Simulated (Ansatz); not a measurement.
Hf2B2 (the lowest singlet isomer of a short search) was relaxed with r2SCAN-D4 (def2-TZVP) in Ansatz in these states: neutral quintet, neutral triplet. The geometries follow in no particular order.

In the def2 sets Hf takes a core potential; there is no spin–orbit coupling.

A:

Cartesian coordinates in Å:
```
Hf 0.754 -0.658 1.201
Hf -0.597 1.440 0.116
B 0.624 -0.078 -0.928
B -0.781 -0.704 -0.389
```

B:

```xyz
4

Hf    0.066    1.488   -0.354
Hf    0.359   -0.248    1.483
B    -0.962   -0.541   -0.370
B     0.537   -0.699   -0.759
```

Judge from the bond lengths which geometry belongs to which state (an estimate).

A is the neutral quintet (Hf1–Hf2 2.721 Å, Hf2–B3 2.210 Å, Hf2–B4 2.210 Å); B is the neutral triplet (Hf1–Hf2 2.544 Å, Hf2–B3 2.294 Å, Hf2–B4 2.294 Å).

At PBE0-D4/def2-TZVP a broken-symmetry singlet lies 0.21 eV below the neutral quintet. These are the stationary points nearest to one start from a short search; other shapes may lie lower in each state.
